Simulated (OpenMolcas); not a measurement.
An atom or ion with 25 electrons was computed by XMS-CASPT2, IPEA 0.25 Eh, imaginary shift 0.1 Eh with spin-orbit coupling (OpenMolcas, ANO-RCC-VTZP, DKH2). The lowest levels that the run gave, each within 12 % of the measured value where one is at hand:

```csv
J,Parity,E (cm⁻¹),g
9/2,even,0.0,1.334
7/2,even,932,1.238
5/2,even,1612,1.029
3/2,even,2080,0.400
5/2,even,14920,1.600
3/2,even,15230,1.721
1/2,even,15670,2.644
9/2,even,18730,1.107
7/2,even,19640,0.889
3/2,even,21330,1.301
1/2,even,22170,0.693
11/2,even,24390,1.091
```

Q: Which ion is it, and what are the configurations and terms?

A: Co2+ (Z = 27, charge +2; active space 7 electrons in 6 orbitals (3d 4s)). J, parity and g give the terms where levels are pure, and mixed ones are named by the computed weights; the size of the splittings, set against known spectra of the 25-electron sequence, gives the charge. In order, with the measured energies in cm⁻¹ (Sugar and Corliss, J. Phys. Chem. Ref. Data 10, 1097 (1981)): 3d⁷ ⁴F_9/2, 3d⁷ ⁴F_7/2 (841), 3d⁷ ⁴F_5/2 (1451), 3d⁷ ⁴F_3/2 (1867), 3d⁷ ⁴P_5/2 (15202), 3d⁷ ⁴P_3/2 (15428), 3d⁷ ⁴P_1/2 (15811), 3d⁷ ²G_9/2 (16978), 3d⁷ ²G_7/2 (17766), 3d⁷ ²P_3/2 (20195), 3d⁷ ²P_1/2, 3d⁷ ²H_11/2 (22720).

Term energies are means over components that CASPT2 splits; among the terms shown or strongly mixed into the levels shown the widest spread is 1500 cm-1 (3d⁷ ⁴F). Terms from blocks run as CI alone lack orbitals of their own. Computed and measured levels are paired by configuration, term and J; levels that our copy of the source lacks, or whose pairing is in doubt (as where it misses far off the trend of its configuration), stay unpaired and out of the deviations. Only configurations of the active space appear.
